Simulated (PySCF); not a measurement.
## Atomic charges by several schemes

Species: C8H10Si2.
Cartesian coordinates in Å at the GFN2-xTB level; atoms count from 1:
```xyz
20
C8H10Si2 angstrom
Si     4.3635   -0.7686   -1.3364
C      2.9408    0.1717   -0.6231
C      2.0023    0.7878   -0.1685
Si     0.5483    1.7136    0.5030
C     -0.9681    0.5991    0.3254
C     -0.8450   -0.7761    0.1509
C     -1.9621   -1.5844    0.0397
C     -3.2289   -1.0290    0.0987
C     -3.3708    0.3378    0.2711
C     -2.2495    1.1393    0.3831
H      5.5520    0.0871   -1.2876
H      4.0321   -1.1154   -2.7215
H      4.5629   -1.9802   -0.5354
H      0.7851    2.0274    1.9203
H      0.3662    2.9432   -0.2809
H      0.1414   -1.2165    0.0996
H     -1.8457   -2.6505   -0.0945
H     -4.1025   -1.6588    0.0111
H     -4.3575    0.7770    0.3164
H     -2.3695    2.2063    0.5157
```

Density: PBE0/pcSseg-1 (PySCF); schemes: Mulliken, IAO, Hirshfeld and ESP-fitted. One conformer (not necessarily the lowest) at the GFN2-xTB geometry, without solvent, vibrations or thermal averaging.

Task: At which atom do the 4 schemes differ most?

Result: At Si4: from +0.356 (Hirshfeld) to +0.775 e (IAO), 0.419 e apart.

Task: Which atoms carry the lowest charge in the Mulliken, IAO, Hirshfeld and ESP-fitted schemes?

Result: The schemes don't all agree: Mulliken C5 (-0.398); IAO C2 (-0.310); Hirshfeld C2 (-0.143); ESP-fitted C3 (-0.218).

Task: Tabulate the Mulliken, IAO, Hirshfeld and ESP-fitted charges.

Result: In e:

```csv
atom,environment,Mulliken,IAO,Hirshfeld,ESP-fitted
Si1,SiH3 silicon,+0.523,+0.632,+0.344,+0.428
C2,alkyne carbon,-0.302,-0.310,-0.143,-0.186
C3,alkyne carbon,-0.287,-0.307,-0.138,-0.218
Si4,SiH2 silicon,+0.759,+0.775,+0.356,+0.430
C5,substituted aromatic carbon,-0.398,-0.275,-0.094,-0.061
C6,aromatic CH carbon,-0.063,-0.135,-0.046,-0.120
C7,aromatic CH carbon,-0.062,-0.150,-0.047,-0.141
C8,aromatic CH carbon,-0.082,-0.144,-0.043,-0.133
C9,aromatic CH carbon,-0.068,-0.151,-0.048,-0.128
C10,aromatic CH carbon,-0.066,-0.140,-0.048,-0.165
H11,Si–H hydrogen,-0.080,-0.107,-0.065,-0.074
H12,Si–H hydrogen,-0.079,-0.108,-0.066,-0.078
H13,Si–H hydrogen,-0.081,-0.109,-0.066,-0.078
H14,Si–H hydrogen,-0.071,-0.115,-0.070,-0.080
H15,Si–H hydrogen,-0.088,-0.113,-0.069,-0.076
H16,aromatic hydrogen,+0.092,+0.153,+0.041,+0.133
H17,aromatic hydrogen,+0.090,+0.154,+0.051,+0.137
H18,aromatic hydrogen,+0.093,+0.154,+0.052,+0.138
H19,aromatic hydrogen,+0.091,+0.153,+0.051,+0.136
H20,aromatic hydrogen,+0.079,+0.144,+0.047,+0.137
```

Mean size of the charges over all atoms: IAO 0.217 e, Mulliken 0.173 e, ESP-fitted 0.154 e, Hirshfeld 0.094 e. Each set sums to the total charge, 0, to within 0.001 e. The IAO scheme projects the occupied orbitals on a minimal set of polarised atomic orbitals and counts the electrons in each atom's part of it.

Task: How closely do the schemes follow one another over all atoms?

Result: Correlation coefficient and root-mean-square difference: IAO with Hirshfeld 0.99, 0.151 e; Mulliken with IAO 0.98, 0.064 e; IAO with ESP-fitted 0.97, 0.109 e; Mulliken with Hirshfeld 0.96, 0.132 e; Hirshfeld with ESP-fitted 0.95, 0.072 e; Mulliken with ESP-fitted 0.90, 0.120 e.

Task: How many electrons does the IAO scheme count on C9?

Result: Z − q = 6 − (-0.151) ≈ 6.152.

These values come from a run that also computed NMR shieldings. Time: 96 s; peak memory 1.1 GiB. Hardware: one thread of an Arm Neoverse N1 (shared host).
